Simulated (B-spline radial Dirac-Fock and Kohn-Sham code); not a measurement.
**Dipole and non-dipole photoemission parameters of Zr⁺ 2p1/2**

System: Zr⁺, 1s2 2s2 2p6 3s2 3p6 3d10 4s2 4p6 4d2 5s1; threshold 2319.1 eV (orbital energy of the model). Method: Dirac-Hartree-Slater photoionisation with a Latter tail; cross sections with all multipoles, angular parameters from the dipole term and its interference with E2. Computed with a radial atomic solver.

For linearly polarised light dσ/dΩ = σ/(4π) [1 + β P₂(cos θ) + (δ + γ cos²θ) sin θ cos φ], with θ from the polarisation vector and φ the angle between the beam and the projection of the electron momentum on the plane normal to the polarisation.

```tsv
hν (eV)	σ (kb)	β	γ	δ
2840	73.9	1.344	-0.094	0.015
2984.4	64.8	1.381	-0.023	0.019
3270	50.8	1.420	0.110	0.025
4090	27.6	1.439	0.426	0.038
4350	23.2	1.434	0.509	0.041
5020	15.4	1.411	0.695	0.050
5290	13.3	1.400	0.761	0.054
6000	?	?	?	?
9760	2.09	1.193	1.458	0.117
12000	1.09	1.104	1.664	0.150
14100	0.649	1.031	1.810	0.181
```

Q: Give the values at 6000 eV.

A: σ = 9.17 kb, β = 1.368, γ = 0.917, δ = 0.063.
